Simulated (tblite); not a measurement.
C5H9PSi.
Geometry (GFN2-xTB, Å), atoms numbered from 1 in this order:
```
atom  x, y, z in Å
Si1    2.685    0.114   -0.143
P2     0.729   -0.012   -1.232
C3    -0.139    1.336   -0.401
C4    -1.327    1.200    0.173
C5    -2.100   -0.084    0.232
C6    -1.217   -1.295    0.264
C7    -0.019   -1.366   -0.303
H8     2.571    0.162    1.318
H9     3.454   -1.070   -0.528
H10    3.348    1.329   -0.616
H11    0.360    2.296   -0.429
H12   -1.797    2.051    0.649
H13   -2.756   -0.145   -0.646
H14   -2.749   -0.081    1.113
H15   -1.612   -2.148    0.801
H16    0.562   -2.279   -0.264
```

Level: GFN2-xTB in tblite, geometry and Hessian alike; calculated harmonic values, unscaled, isolated species. Errors from tens to a few hundred cm⁻¹ against measured bands are possible. Modes of hydrogen on silicon can be 10 to 20 % off. One conformer, not necessarily the lowest.

Harmonic wavenumbers (cm⁻¹): 50.2, 76.9, 125.7, 136.3, 346.0, 348.8, 376.9, 455.0, 489.8, 499.4, 519.5, 667.0, 706.0, 711.1, 747.2, 759.9, 764.9, 796.2, 805.4, 888.5, 893.3, 919.7, 976.1, 1043.0, 1159.0, 1176.6, 1181.9, 1291.3, 1319.2, 1331.4, 1454.9, 1649.3, 1681.8, 2237.0, 2257.4, 2265.6, 2882.9, 2961.1, 3026.6, 3028.0, 3041.5, 3042.2.

A = 3539, B = 1285, C = 1103 MHz; mass 128.021 u (most abundant isotopes); point group Cs, symmetry number 1.

**Question.** Zero-point energy?

**Answer.** Half the sum of the wavenumbers: 25545 cm⁻¹ = 305.59 kJ/mol.

**Question.** Entropy at 298.15 K, 1 bar (ideal gas, RRHO, classical rotation)?

**Answer.** Translation 169.37, rotation 119.46, vibration 99.24: S = 388.1 J/(mol K).

**Question.** And Cp and H(298.15 K) − H(0)?

**Answer.** Cp = 146.45 J/(mol K), of which vibrations give 113.19 (their classical limit is 42 R = 349.2); H(298.15 K) − H(0) = 25.84 kJ/mol without the zero-point energy, 15.92 from vibrations.

**Question.** What must be added to the electronic energy to get the Gibbs energy at 298.15 K and 1 bar?

**Answer.** ZPE + [H(298.15 K) − H(0)] − T·S = 305.59 + 25.84 − 115.70 = 215.73 kJ/mol.

**Question.** Blend soft modes into free rotors: weight 1/[1 + (100 cm⁻¹/ν̃)⁴] for the oscillator and the rest for a rotor with moment μB/(μ + B), μ = h/(8π²ν), B = 10⁻⁴⁴ kg m². What vibrational entropy results?

**Answer.** 90.91 J/(mol K) in place of 99.24, which changes −T·S at 298.15 K by +2.48 kJ/mol.

Hindered rotation and anharmonicity are outside this model. Other conformers, if any are populated, would add a mixing term that is left out.
